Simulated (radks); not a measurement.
Polarisability of the chromium ion Cr4+, [Ar] 3d2, at imaginary frequency. All-electron calculation, non-relativistic Kohn-Sham, LB94 model potential, spin-polarised, spherical densities, point nucleus; open shells are filled with parallel spins first. Program: a radial shooting solver on a logarithmic mesh with Libxc functionals. Response by self-consistent Sternheimer equations with the Hartree and adiabatic LDA kernel.

| w (hartree) | alpha1(iw) (bohr^3) |
|---|---|
| 0.00266 | 1.365 |
| 0.0143 | 1.364 |
| 0.0360 | 1.364 |
| 0.0697 | 1.363 |
| 0.118 | 1.359 |
| 0.186 | 1.350 |
| 0.280 | 1.333 |
| 0.413 | 1.299 |
| 0.605 | 1.235 |
| 0.892 | 1.122 |
| 1.35 | 0.9383 |
| 2.12 | 0.6760 |
| 3.59 | 0.3818 |
| 6.94 | 0.1511 |
| 17.5 | 0.03482 |

Static values: alpha1 = 1.365 bohr^3 (0.2022 angstrom^3; uncoupled 1.914). C6 = 2.967, triple-dipole C9 = 2.905 atomic units. One-pole (London) frequency 4 C6 / (3 alpha1^2) = 2.125 hartree, against 2.539 for minus the highest occupied eigenvalue.
